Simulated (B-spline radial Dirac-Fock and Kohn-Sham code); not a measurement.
Bi⁷⁺: input and output of one calculation

ΔSCF core binding energies without Breit or QED terms, calculated with a B-spline atomic structure program.

Input (task.json):

```json
{"items": [{"Z": 83, "q": 7, "cfg": [[1, 0, 2], [2, 0, 2], [2, 1, 6], [3, 0, 2], [3, 1, 6], [3, 2, 10], [4, 0, 2], [4, 1, 6], [4, 2, 10], [4, 3, 14], [5, 0, 2], [5, 1, 6], [5, 2, 8]], "A": 209, "rrms": 5.5211, "do": "settings", "holes": ["K", "L3", "M5"],
  "settings": [{"rel": "dirac", "method": "hf", "nuc": "fermi", "radius_factor": 2.0, "rmax": 45.0, "h": 0.3, "order": 8, "points": 10, "c_factor": 1.0, "maxit": 60, "damp": 0.5, "ndamp": 3, "tol": 1e-08}]}]}
```

Command: `python xray2_run.py task.json out`

Ground-state iterations:

```
iter   energy (Ha)        error
   1   -21532.36349643  2.21e+00
   2   -21539.38104339  2.88e-01
   3   -21540.37745636  8.66e-02
   4   -21540.43090754  3.26e-02
   5   -21540.43837342  6.94e-03
   6   -21540.43875011  2.80e-03
   7   -21540.43879957  9.12e-05
   8   -21540.43879965  1.16e-05
   9   -21540.43879965  7.77e-07
```

The ground state converged in 9 iterations, with total energy -21540.43880 Ha, virial ratio 1.85870 and highest orbital energy -124.30 eV. ΔSCF binding energies: K (1s) 91006.8 eV, L3 (2p3/2) 13570.0 eV. Holes are computed only in closed shells, and unreliable hole states are left out.
